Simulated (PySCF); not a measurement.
A geometry optimisation, step by step.

Species: CH4BrClSi.
Numbering: `[SiH3:1][C@H:2]([Cl:3])[Br:4]` (hydrogens: H5, H6, H7 on Si1; H8 on C2)

Computed by this run: PBE0-D3(BJ)/def2-SVP geometry optimisation, gas phase (PySCF 2.14.0); density fitting, grid level 1; the optimiser is geomeTRIC in internal coordinates, started from a GFN2-xTB structure with every atom displaced at random (about 0.01 Å). The frame can shift and turn from step to step; on so coarse a grid that alone can change the energy by a few meV, and forces under 0.02 eV/Å are noise.

Step 0: E = -91516.0077 eV, largest atomic force 1.437 eV/Å
```
atom  x, y, z in Å  |  force x, y, z in eV/Å
Si1    -0.982   -0.251    0.005    0.621   1.212  -0.457
C2      0.877    0.119   -0.174    0.289   0.367   0.153
Cl3     1.772   -1.016    0.841    0.186  -0.287   0.161
Br4     1.266    1.973    0.368   -0.180  -0.199  -0.105
H5     -1.325   -0.037    1.398   -0.216  -0.001   0.702
H6     -1.192   -1.599   -0.445   -0.267  -1.048  -0.300
H7     -1.660    0.745   -0.860   -0.249  -0.004  -0.108
H8      1.300    0.046   -1.184   -0.184  -0.041  -0.046
```

Step 1: E = -91516.0759 eV, largest atomic force 0.294 eV/Å
```
atom  x, y, z in Å  |  force x, y, z in eV/Å
Si1    -0.021   -0.239    0.228   -0.030  -0.285   0.066
C2      1.856    0.050    0.080    0.036  -0.080  -0.008
Cl3     2.763   -1.088    1.117   -0.167   0.143  -0.115
Br4     2.230    1.905    0.510    0.061   0.083   0.056
H5     -0.400   -0.044    1.653   -0.018   0.021  -0.013
H6     -0.307   -1.644   -0.207    0.023   0.074   0.053
H7     -0.750    0.704   -0.665    0.047   0.069  -0.010
H8      2.219   -0.089   -0.945    0.048  -0.026  -0.030
```

Step 2: E = -91516.0814 eV, largest atomic force 0.066 eV/Å
```
atom  x, y, z in Å  |  force x, y, z in eV/Å
Si1    -0.021   -0.248    0.232   -0.017  -0.064  -0.003
C2      1.852    0.054    0.072    0.014   0.004  -0.020
Cl3     2.743   -1.082    1.108   -0.018   0.001   0.006
Br4     2.239    1.910    0.517    0.006  -0.015  -0.005
H5     -0.403   -0.044    1.655   -0.002   0.014  -0.006
H6     -0.305   -1.651   -0.195    0.014   0.011   0.021
H7     -0.738    0.703   -0.665    0.004   0.021   0.005
H8      2.222   -0.088   -0.952   -0.001   0.028   0.001
```

Step 3: E = -91516.0818 eV, largest atomic force under 0.02 eV/Å
```
atom  x, y, z in Å  |  force x, y, z in eV/Å
Si1    -0.021   -0.250    0.232   -0.004  -0.007  -0.013
C2      1.851    0.055    0.069   -0.003   0.007  -0.009
Cl3     2.738   -1.083    1.107    0.006  -0.015   0.008
Br4     2.241    1.909    0.518    0.002   0.000  -0.001
H5     -0.402   -0.040    1.655    0.000   0.009   0.000
H6     -0.302   -1.654   -0.189    0.003  -0.004   0.008
H7     -0.737    0.703   -0.664   -0.003   0.001   0.006
H8      2.223   -0.083   -0.955   -0.001   0.009   0.001
```

Task: Summarise the path.

Result: The energy falls by 1.71 kcal/mol from step 0 to step 3; nine tenths of that is first reached at step 1. It falls at every step. The largest force goes from 1.437 to under 0.02 eV/Å. Among the bonds Si1–H6 changes most, from 1.436 to 1.492 Å; the atoms move by 0.035 Å rms after alignment.

Task: Follow the three bonds and two angles with the largest change from start to end.

Result: 
```
step  E above end (kcal/mol)  largest force (eV/Å)  Si1–H6 (Å)  Si1–H5 (Å)  C2–Br4 (Å)  Si1–C2–H8 (°)  C2–Si1–H7 (°)
   0                    1.71                 1.437       1.436       1.451       1.970          116.7          105.1
   1                    0.14                 0.294       1.498       1.488       1.941          112.3          109.9
   2                    0.01                 0.066       1.494       1.488       1.947          112.9          108.7
   3                    0.00            under 0.02       1.492       1.488       1.946          113.1          108.5
```

The cost below is that of the whole optimisation. Time: 16 s wall; peak memory 0.43 GiB. Hardware: Arm Neoverse V1, one thread, on a shared host.
